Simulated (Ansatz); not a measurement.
Ansatz (an electronic-structure program) input (B3LYP-D3(BJ)/def2-TZVP):

Ansatz 0.2 input:
```yaml
crystal:
  periodic: [false, false, false]
  atoms:
    - {symbol: Ag, position_ang: [-0.00000000, -0.00000000, -0.03373082]}
    - {symbol: H, position_ang: [0.00000000, 0.00000000, 1.58534856]}
basis:
  gaussian:
    orbitals: def2-TZVP
hamiltonian:
  xc: b3lyp
  dispersion: d3bj
phonons: {temperatures: {t_min: 298.15, t_max: 298.15, t_step: 100}}
```

Output:

```
Functional definition: B3LYP
integrals: 0.01 GiB planned
402 factors; their error is unknown
mean field: 0.10 GiB planned
mean field evaluation 1: about -4015.3234 eV, gradient 3.1e1 eV
mean field evaluation 2: about -4013.0827 eV, gradient 5.3e1 eV
mean field evaluation 4: about -4016.8634 eV, gradient 1.6e0 eV
mean field evaluation 8: about -4016.8884 eV, gradient 1.8e-2 eV
mean field -4016.88839472 eV, -147.6179257611 hartree, gradient 3.6e-6 eV, S^2 0.000000; 0 other end points of the search recorded, 0 dependent functions left out
the calculation of the forces begins
reference -4016.88858373 eV, -147.6179327072 hartree; 10, 10 occupied and 36, 36 virtual orbitals, 402 factors
these checks for a lower state are left out or cut short: stability, starts, cluster_reference, orbital_swaps, neighbouring_geometries, increment
integrals: 0.01 GiB planned
402 factors; their error is unknown
mean field: 0.10 GiB planned
mean field evaluation 16: about -4016.8682 eV, gradient 5.2e-2 eV
mean field -4016.88839472 eV, -147.6179257611 hartree, gradient 8.2e-7 eV, S^2 0.000000; 0 other end points of the search recorded, 0 dependent functions left out
the calculation of the forces begins
reference -4016.88858373 eV, -147.6179327072 hartree; 10, 10 occupied and 36, 36 virtual orbitals, 402 factors
these checks for a lower state are left out or cut short: stability, starts, cluster_reference, orbital_swaps, neighbouring_geometries, increment
integrals: 0.01 GiB planned
402 factors; their error is unknown
mean field: 0.10 GiB planned
mean field -4016.88839472 eV, -147.6179257611 hartree, gradient 8.2e-7 eV, S^2 0.000000; 0 other end points of the search recorded, 0 dependent functions left out
the calculation of the forces begins
reference -4016.88858373 eV, -147.6179327072 hartree; 10, 10 occupied and 36, 36 virtual orbitals, 402 factors
these checks for a lower state are left out or cut short: stability, starts, cluster_reference, orbital_swaps, neighbouring_geometries, increment
integrals: 0.01 GiB planned
402 factors; their error is unknown
mean field: 0.10 GiB planned
mean field evaluation 32: about -4016.8884 eV, gradient 1.3e-5 eV
mean field -4016.88839472 eV, -147.6179257611 hartree, gradient 8.2e-7 eV, S^2 0.000000; 0 other end points of the search recorded, 0 dependent functions left out
the calculation of the forces begins
reference -4016.88858373 eV, -147.6179327072 hartree; 10, 10 occupied and 36, 36 virtual orbitals, 402 factors
these checks for a lower state are left out or cut short: stability, starts, cluster_reference, orbital_swaps, neighbouring_geometries, increment
integrals: 0.01 GiB planned
402 factors; their error is unknown
mean field: 0.10 GiB planned
mean field -4016.88839472 eV, -147.6179257611 hartree, gradient 8.2e-7 eV, S^2 0.000000; 0 other end points of the search recorded, 0 dependent functions left out
the calculation of the forces begins
reference -4016.88858373 eV, -147.6179327072 hartree; 10, 10 occupied and 36, 36 virtual orbitals, 402 factors
these checks for a lower state are left out or cut short: stability, starts, cluster_reference, orbital_swaps, neighbouring_geometries, increment
integrals: 0.01 GiB planned
402 factors; their error is unknown
mean field: 0.10 GiB planned
mean field -4016.88836048 eV, -147.6179245029 hartree, gradient 2.7e-6 eV, S^2 0.000000; 0 other end points of the search recorded, 0 dependent functions left out
the calculation of the forces begins
reference -4016.88854945 eV, -147.6179314476 hartree; 10, 10 occupied and 36, 36 virtual orbitals, 402 factors
these checks for a lower state are left out or cut short: stability, starts, cluster_reference, orbital_swaps, neighbouring_geometries, increment
integrals: 0.01 GiB planned
402 factors; their error is unknown
mean field: 0.10 GiB planned
mean field -4016.88835741 eV, -147.6179243901 hartree, gradient 2.7e-6 eV, S^2 0.000000; 0 other end points of the search recorded, 0 dependent functions left out
the calculation of the forces begins
reference -4016.88854646 eV, -147.6179313376 hartree; 10, 10 occupied and 36, 36 virtual orbitals, 402 factors
these checks for a lower state are left out or cut short: stability, starts, cluster_reference, orbital_swaps, neighbouring_geometries, increment
integrals: 0.01 GiB planned
402 factors; their error is unknown
mean field: 0.10 GiB planned
mean field evaluation 64: about -4016.8884 eV, gradient 1.3e-6 eV
mean field -4016.88839472 eV, -147.6179257611 hartree, gradient 8.2e-7 eV, S^2 0.000000; 0 other end points of the search recorded, 0 dependent functions left out
the calculation of the forces begins
reference -4016.88858373 eV, -147.6179327072 hartree; 10, 10 occupied and 36, 36 virtual orbitals, 402 factors
these checks for a lower state are left out or cut short: stability, starts, cluster_reference, orbital_swaps, neighbouring_geometries, increment
integrals: 0.01 GiB planned
402 factors; their error is unknown
mean field: 0.10 GiB planned
mean field -4016.88839472 eV, -147.6179257611 hartree, gradient 8.2e-7 eV, S^2 0.000000; 0 other end points of the search recorded, 0 dependent functions left out
the calculation of the forces begins
reference -4016.88858373 eV, -147.6179327072 hartree; 10, 10 occupied and 36, 36 virtual orbitals, 402 factors
these checks for a lower state are left out or cut short: stability, starts, cluster_reference, orbital_swaps, neighbouring_geometries, increment
integrals: 0.01 GiB planned
402 factors; their error is unknown
mean field: 0.10 GiB planned
mean field -4016.88839472 eV, -147.6179257611 hartree, gradient 8.2e-7 eV, S^2 0.000000; 0 other end points of the search recorded, 0 dependent functions left out
the calculation of the forces begins
reference -4016.88858373 eV, -147.6179327072 hartree; 10, 10 occupied and 36, 36 virtual orbitals, 402 factors
these checks for a lower state are left out or cut short: stability, starts, cluster_reference, orbital_swaps, neighbouring_geometries, increment
integrals: 0.01 GiB planned
402 factors; their error is unknown
mean field: 0.10 GiB planned
mean field -4016.88839472 eV, -147.6179257611 hartree, gradient 8.2e-7 eV, S^2 0.000000; 0 other end points of the search recorded, 0 dependent functions left out
the calculation of the forces begins
reference -4016.88858373 eV, -147.6179327072 hartree; 10, 10 occupied and 36, 36 virtual orbitals, 402 factors
these checks for a lower state are left out or cut short: stability, starts, cluster_reference, orbital_swaps, neighbouring_geometries, increment
integrals: 0.01 GiB planned
402 factors; their error is unknown
mean field: 0.10 GiB planned
mean field -4016.88835741 eV, -147.6179243901 hartree, gradient 2.7e-6 eV, S^2 0.000000; 0 other end points of the search recorded, 0 dependent functions left out
the calculation of the forces begins
reference -4016.88854646 eV, -147.6179313376 hartree; 10, 10 occupied and 36, 36 virtual orbitals, 402 factors
these checks for a lower state are left out or cut short: stability, starts, cluster_reference, orbital_swaps, neighbouring_geometries, increment
integrals: 0.01 GiB planned
402 factors; their error is unknown
mean field: 0.10 GiB planned
mean field evaluation 96: about -4016.8682 eV, gradient 2.5e-1 eV
mean field -4016.88836048 eV, -147.6179245029 hartree, gradient 2.7e-6 eV, S^2 0.000000; 0 other end points of the search recorded, 0 dependent functions left out
the calculation of the forces begins
reference -4016.88854945 eV, -147.6179314476 hartree; 10, 10 occupied and 36, 36 virtual orbitals, 402 factors
Total energy: -4016.90948657 eV, -147.6187008723 hartree
Atom 0 at    -0.000000    -0.000000    -0.033731 Å, force    -0.000000     0.000000    -0.000018 eV/Å
Atom 1 at     0.000000     0.000000     1.585349 Å, force     0.000000    -0.000000     0.000018 eV/Å
Dipole moment:     0.000000     0.000000    -0.562045 e Å
Vibrations: 1765.62 cm⁻¹, zero-point energy 0.109454 eV
```
